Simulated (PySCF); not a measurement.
**EPR parameters of [C5H5ClO2]-**

Compound: C₅H₅ClO₂ (charge -1 and doublet state).
Geometry (GFN2-xTB, Å), atoms numbered from 1 in this order:
```xyz
13
C5H5ClO2 angstrom
C     -1.9785    0.1457    0.0382
C     -0.5123   -0.1339    0.1135
C      0.0921   -1.3658    0.0846
O      1.4723   -1.2662    0.1889
C      1.7830    0.1309    0.4124
O      2.9355    0.5124   -0.3099
C      0.5159    0.8056    0.1906
Cl     0.2593    2.4884    0.5252
H     -2.3235    0.6335    0.9523
H     -2.5350   -0.7820   -0.0957
H     -2.2017    0.8136   -0.7959
H     -0.3084   -2.3521   -0.0594
H      2.7970    0.3705   -1.2626
```

The hyperfine couplings belong to this conformer and change with its torsions.

The species is `C1(O)=C([C-](C)[CH]O1)Cl` [radical] (charge -1).

Method: UKS B3LYP, pcH-1 on C Cl H O, non-relativistic, mean-field spin-orbit, GIAO in PySCF 2.14.0. Whether the extra electron is bound in the gas phase wasn't checked; a finite basis holds it in any case. The geometry wasn't refined by DFT: couplings that depend on bond lengths, twists or pyramidal angles can differ widely from those at the functional's own minimum, by a factor of two or more for some ions and for spin on atoms past the first row. The SCF solution wasn't tested for stability.

```json
{"g1, g2, g3": "2.00131, 2.00387, 2.00398", "g_iso": "2.00305", "Form of g": "close to axial: the two nearest values differ by 4 % of g3 − g1", "⟨S²⟩": "0.7592 (exact 0.7500)", "α and β electrons": "35, 34", "Basis functions": "260"}
```

Hyperfine couplings atom by atom, in G; T1 to T3 are the principal values of the dipolar part; ρ(0) is the spin density at the nucleus (MHz turned into gauss with g_iso; 10 G = 1 mT):

```
atom  isotope  a_iso  of which spin–orbit     T1     T2    T3  Mulliken spin population  ρ(0) (bohr⁻³)
  C1      13C    2.4                  0.0   -0.2   -0.1   0.3                      0.01         0.0061
  C2      13C   -7.1                  0.0   -4.7    2.2   2.5                     -0.09        -0.0178
  C3      13C   12.4                  0.0   -6.7   -5.8  12.5                      0.22         0.0309
  O4      17O  -15.1                  0.0  -17.5    8.6   8.9                      0.10         0.0697
  C5      13C   91.2                  0.0  -14.3  -13.1  27.4                      0.43         0.2275
  O6      17O  -78.0                  0.0   -2.0    0.3   1.7                     -0.01         0.3610
  C7      13C    6.6                  0.0   -8.7   -8.1  16.8                      0.21         0.0165
 Cl8     35Cl    5.9                  0.0   -2.5   -1.3   3.8                      0.01         0.0380
  H9       1H   -2.7                  0.0   -0.4   -0.3   0.7                      0.00        -0.0017
 H10       1H   -0.1                  0.0   -0.4   -0.3   0.7                      0.00        -0.0001
 H11       1H   -2.8                  0.0   -0.5   -0.3   0.8                      0.00        -0.0018
 H12       1H   -3.9                  0.0   -3.5   -0.3   3.8                     -0.01        -0.0024
 H13       1H   28.7                  0.0   -1.9   -1.0   2.8                      0.15         0.0180
```

Largest spin populations (Mulliken): C5 (+0.43), C3 (+0.22), C7 (+0.21) and H13 (+0.15). The positive populations add up to 1.11 and the negative ones to -0.11, together 2S = 1.

The SMILES `C[C-]1[CH]OC(O)=C1Cl` draws the unpaired electron on C3, whose computed spin population is only +0.22.

Axes: g2 points within 6° of the C7–Cl8 bond and g3 points within 4° of the C3–O4 bond.

Under fast tumbling the dipolar parts average out, and these isotropic splittings remain: 1 × 1H (H13, I = 1/2, 2 lines) with 2.87 mT, 1 × 35Cl (Cl8, I = 3/2, 4 lines) with 0.59 mT, 1 × 1H (H12, I = 1/2, 2 lines) with 0.39 mT and 3 × 1H (H9/H10/H11, I = 1/2, 4 lines) with 0.19 mT.

Class means assume fast exchange of nuclei equivalent by connectivity; if that motion is slow, each nucleus keeps its own coupling. The three 1H nuclei of mean -5.3 MHz run from -7.9 to -0.3 MHz in the frozen geometry.

Main isotope only: 35Cl (natural samples also hold 24 % 37Cl, magnetic too, which adds its own pattern).

The 13C coupling of C5 (255.8 MHz) shows only in satellite lines or after enrichment, since that isotope makes up about 1.07 % of natural carbon.

The 17O coupling of O6 (-218.8 MHz) shows only in satellite lines or after enrichment, since that isotope makes up about 0.038 % of natural oxygen.

The spin density at the nucleus, in bohr⁻³, is negative for C2 (-0.0178) and H12 (-0.0024), for instance. A restricted open-shell determinant has no negative spin density anywhere; here it arises because α and β orbitals differ (spin polarisation).
